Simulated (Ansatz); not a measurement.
Molecule: GeF2, charge 0, multiplicity 1. 
Coordinates optimised at B3LYP-D3(BJ)/def2-TZVP (Ansatz, a first-principles code):
```xyz
3

Ge     0.0109    -0.0062     0.4176
F      0.6316     1.1604    -0.7423
F     -0.6702    -1.1385    -0.7424
```

Basis-set convergence of Hartree-Fock and CCSD(T) correlation energies (hartree) with Ansatz. Cores are frozen in the correlated levels unless marked. No spin-orbit coupling. Frozen are the shells of the preceding noble gas and the d and f shells that filled before the atom's block. Non-relativistic.

| basis | functions | E(HF) | E(corr, CCSD(T)) | rough core time |
|---|---|---|---|---|
| cc-pVDZ | 55 | -2274.28931 | -0.47280 | under 20 s |
| cc-pVTZ | 103 | -2274.43897 | -0.62549 | under 20 s |
| cc-pVQZ | 178 | -2274.46291 | -0.67983 | 23 s |

Extrapolating the two largest sets (X = 3 and 4) as X^-3: E(corr) = (64·(-0.67983) - 27·(-0.62549))/37 = -0.7195 Eh, an estimate of the basis-set limit. The largest set recovers 94.5 % of it, the smallest 65.7 %.
